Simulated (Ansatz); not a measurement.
Abridged output of a molecular run in Ansatz:

```
Functional definition: HF
1451 factors; integrals over basis functions are off by at most 1.1e-3 eV
mean field evaluation 1: about -36000.9642 eV, gradient 3.2e1 eV
mean field evaluation 2: about -36001.2953 eV, gradient 3.2e1 eV
mean field evaluation 4: about -36003.8460 eV, gradient 3.8e0 eV
mean field evaluation 8: about -36003.9029 eV, gradient 2.7e-1 eV
mean field -36003.90337969 eV, -1323.1190448813 hartree, gradient 3.6e-6 eV, S^2 0.000000; 0 other end points of the search recorded, 0 dependent functions left out
17 core orbitals not correlated: weight in the atoms' cores, before any rotation towards them, 1.000 or more for the frozen orbitals, at most 0.000 for the correlated occupied ones
reference -36003.90337969 eV, -1323.1190448813 hartree; 16, 16 occupied and 211, 211 virtual orbitals, 1451 factors
second order -24.78215759 eV of doubles, -0.00000000 eV of singles
cycle   1  -25.52496050 eV  change   -7.4e-1 eV  update   1.0e-1
cycle   2  -26.11656784 eV  change   -5.9e-1 eV  update   3.0e-2
cycle   3  -26.24230993 eV  change   -1.3e-1 eV  update   1.5e-2
cycle   4  -26.23094987 eV  change    1.1e-2 eV  update   3.5e-3
cycle   5  -26.22924129 eV  change    1.7e-3 eV  update   1.8e-3
cycle   6  -26.22989044 eV  change   -6.5e-4 eV  update   5.7e-4
cycle   7  -26.22967517 eV  change    2.2e-4 eV  update   2.5e-4
cycle   8  -26.22965709 eV  change    1.8e-5 eV  update   8.3e-5
cycle   9  -26.22968887 eV  change   -3.2e-5 eV  update   3.1e-5
perturbative correction -1.09478525 eV, -0.0402326159 hartree
Total energy: -36031.22785381 eV, -1324.1232007839 hartree
```

Its atoms:

Cartesian coordinates in Å:
```
O -1.204 0.500 -1.159
C -0.824 -0.327 -0.127
Cl -1.699 0.063 1.423
Si 1.035 -0.262 0.256
Cl 1.493 1.742 0.311
H -0.814 1.373 -1.021
H -1.154 -1.334 -0.382
H 1.803 -0.870 -0.856
H 1.363 -0.887 1.554
```

Problem. Which basis set was used?
A. def2-SVP
B. cc-pV(D+d)Z
C. def2-TZVPP
D. cc-pV(Q+d)Z

Solution. C. It gives 244 functions.

Problem. Write the keys of the input that set method, charge and spin (a neutral closed shell needs none for the last two).

Solution. 
```yaml
correlation: {method: ccsd_t}
```
